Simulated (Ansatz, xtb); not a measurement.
## Two isomers of C5H9NS2

Structure X is `C=C(S)CCC(N)=S`, a singlet and structure Y is `[H]/N=C(\S)CCC(C)=S`, a singlet. Both are isolated molecules in the gas phase, relaxed with PBE0-D3(BJ)/def2-SVP; each stands in its lowest conformer found.

Quicker runs give these differences E(Y) − E(X): GFN2-xTB +0.111 eV; HF/STO-3G −0.111 eV (at GFN2-xTB geometries); r2SCAN-D4/def2-SVP +0.452 eV (at GFN2-xTB geometries).

Task: Estimate E(Y) − E(X) at the level CCSD(T)/def2-SVP + ΔMP2/def2-TZVPP.

Result: Calculated at CCSD(T)/def2-SVP + ΔMP2/def2-TZVPP: E(Y) − E(X) = +0.378 eV, so structure X lies lower.

Level by level:

```csv
level,geometry,E(Y) − E(X) (eV),departure from the last row (eV),"job, with rough time for the two"
GFN2-xTB,GFN2-xTB,+0.111,−0.267,"optimisation, 1 s"
HF/STO-3G,GFN2-xTB,−0.111,−0.489,"single point, 1.1 s"
r2SCAN-D4/def2-SVP,GFN2-xTB,+0.452,+0.074,"single point, 12 s"
PBE0-D3(BJ)/def2-SVP,PBE0-D3(BJ)/def2-SVP,+0.450,+0.072,"optimisation, 3.6 min"
HF/def2-SVP,PBE0-D3(BJ)/def2-SVP,+0.543,+0.165,part of the CCSD(T) run
MP2/def2-SVP,PBE0-D3(BJ)/def2-SVP,+0.387,+0.009,part of the CCSD(T) run
CCSD(T)/def2-SVP,PBE0-D3(BJ)/def2-SVP,+0.337,−0.041,single point
CCSD(T)/def2-SVP + ΔMP2/def2-TZVPP,PBE0-D3(BJ)/def2-SVP,+0.378,,"single point, 6.7 min"
```

As drawn, Y has 1 C=N, 1 C–C, 1 C–H in place of 1 C=C, 1 C–N, 1 N–H.

HF/STO-3G puts the two in the other order. The largest departure from CCSD(T)/def2-SVP + ΔMP2/def2-TZVPP is that of HF/STO-3G, 0.489 eV. The last row adds to CCSD(T) the change of the MP2 difference between the two basis sets, here +0.041 eV.

With thermal terms from frequencies at re-optimised GFN2-xTB minima (ideal gas, soft modes damped towards free rotors, one conformer each, 298.15 K, 1 atm): on the last row, ΔE + ΔZPE = +0.376, ΔH = +0.375, ΔG = +0.366 eV.

The correlated steps freeze 16 core orbitals. Programs: Ansatz 0.2.0, xtb 6.7.1; the last row on 2 threads of Arm Neoverse V1 on a shared host.
